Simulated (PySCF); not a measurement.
Compound: C2H8SiTe.
Bonds: C1–C2, C2–Te3, Te3–Si4. Hydrogens: H5, H6, H7 on C1; H8, H9 on C2; H10, H11, H12 on Si4.

Computed by this run: PBE0-D3(BJ)/def2-SVP geometry optimisation, gas phase, def2 core potentials past Kr (PySCF 2.14.0); density fitting, grid level 1; the optimiser is geomeTRIC in internal coordinates, started from a GFN2-xTB structure with every atom displaced at random (about 0.01 Å).

Step 0: E = -17365.8348 eV
```
atom  x, y, z in Å  |  force x, y, z in eV/Å
C1     -1.5622    0.4313    0.2433   -1.147   0.672  -0.593
C2     -1.0233   -0.8926   -0.1581    0.750   0.413   0.455
Te3     0.6778   -0.7405   -1.4884    0.367  -0.053   0.010
Si4     2.1956    0.2788    0.2587   -1.638  -0.187   0.004
H5     -0.8501    1.0327    0.7802    0.606   0.457   0.507
H6     -2.4637    0.3326    0.8713    0.034  -0.096   0.107
H7     -1.8712    1.0219   -0.6400    0.070  -0.054   0.128
H8     -0.7044   -1.4447    0.7198    0.225  -0.468   0.280
H9     -1.7648   -1.4641   -0.6701   -0.671  -0.768  -0.693
H10     3.5262    0.1690   -0.2197    1.460  -0.099  -0.536
H11     1.8489    1.6840    0.5217   -0.037   0.470   0.019
H12     2.0310   -0.4366    1.5371   -0.019  -0.288   0.312
```

Q: Estimate the geometry and energy of step 1. (The exact step hangs on the optimiser's Hessian estimate; all steps are aligned on step 0, rigid shifts and turns removed.)

A: E = -17365.9766 eV, largest force 0.238 eV/Å
```
atom  x, y, z in Å  |  force x, y, z in eV/Å
C1     -1.5729    0.4610    0.2508    0.189   0.036   0.070
C2     -1.0161   -0.8876   -0.1508   -0.196  -0.115  -0.070
Te3     0.7142   -0.8094   -1.4769    0.024   0.074   0.063
Si4     2.1510    0.2848    0.2520    0.183  -0.097  -0.117
H5     -0.8419    1.0553    0.8270   -0.072  -0.067  -0.044
H6     -2.4641    0.3311    0.8839   -0.060  -0.005   0.043
H7     -1.8599    1.0569   -0.6246   -0.036   0.047  -0.081
H8     -0.7126   -1.4905    0.7169    0.010   0.003  -0.002
H9     -1.7602   -1.4770   -0.7176    0.143   0.075   0.068
H10     3.5686    0.1809   -0.2315   -0.140   0.018   0.045
H11     1.8303    1.7247    0.4862   -0.035   0.008  -0.003
H12     2.0033   -0.4585    1.5402   -0.010   0.021   0.030
```

The energy changes by -0.1417 eV. The first-order estimate −F·Δx gives -0.3215 eV and the mean of the old and new forces, exact on a quadratic surface, -0.1472 eV. The step makes an angle of 53° with the force vector and moves no atom by more than 0.079 Å.

The cost below is that of the whole optimisation. Time: 23 s of wall time; peak memory 0.47 GiB. Hardware: one thread of an Arm Neoverse V1, no GPU, shared host with 32 logical CPUs at a one-minute load of 20.
